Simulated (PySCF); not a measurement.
**Radial density of Zn⁺ (zinc, charge +1)**

MN15, [Ar] 3d9 4s1 4p1, one real determinant (an excited configuration). Calculation: PySCF 2.14, in ANO-RCC-VTZP (6s5p3d2f1g, 59 functions); scalar relativity by spin-free X2C-1e.

```tsv
r (bohr)	4πr²ρ (e/bohr)	4πr²(ρα − ρβ)
0.000893	0.2894	0.0002
0.00150	0.7200	0.0004
0.00253	1.752	0.0010
0.00425	4.114	0.0022
0.00715	9.096	0.0049
0.0120	18.08	0.0095
0.0202	29.92	0.0146
0.0340	36.69	0.0141
0.0572	31.41	0.0091
0.0963	31.76	0.0437
0.162	42.06	0.1611
0.272	24.96	0.4912
0.458	22.22	1.2228
0.771	19.08	0.9732
1.30	4.713	0.7428
2.18	1.341	0.9923
3.67	0.3084	0.2970
6.17	0.01207	0.0120
10.4	6.593e-05	0.0001
```

Densities and radii are taken from the X2C orbitals without a picture-change correction, which distorts them close to the nucleus.

⟨L²⟩ = 8.01 against 12 for a pure F term, so this real determinant mixes terms.
